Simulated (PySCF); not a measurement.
## Indium: a sound run and one with changed settings

Sound run: In [Kr] 4d10 5s2 5p1, In⁺ [Kr] 4d10 5s2. Computed with PySCF 2.14 in x2c-TZVPall (8s6p4d2f, 60 functions), with the spin-free X2C one-electron Hamiltonian (Gaussian nucleus). In the sound run the correlated levels freeze [Kr] 4d10. The sound run starts from symmetry-adapted Hartree-Fock orbitals and uses a fine grid where one is needed.

Changed run: the non-relativistic Hamiltonian (point nucleus). This setting is unsound on purpose.

```tsv
species	method	sound run (hartree)	changed run (hartree)	converged
In	UHF	-5878.24074	-5633.59103	yes
In	MN15	-5884.77791	-5640.81717	yes
In	PBE0	-5880.57082	-5636.19843	yes
In	MP2	-5878.26991	-5633.62084	yes
In⁺	UHF	-5878.04944	-5633.39420	yes
In⁺	MN15	-5884.56854	-5640.60276	yes
In⁺	PBE0	-5880.36450	-5635.98718	yes
In⁺	MP2	-5878.07228	-5633.41796	yes
```

Ionisation energy of In:

```
 method  sound run (eV)  changed run (eV)
    UHF           5.205             5.356
   MN15           5.697             5.834
   PBE0           5.614             5.748
    MP2           5.378             5.521
SCS-MP2           5.361             5.505
```

Most of the change in total energy is the relativistic energy itself. On top of that the contraction fixes the core shape for the Hamiltonian it was made with, so the changed run is not a good calculation with the other Hamiltonian either.

For comparison, NIST gives 5.786 eV between the lowest levels.
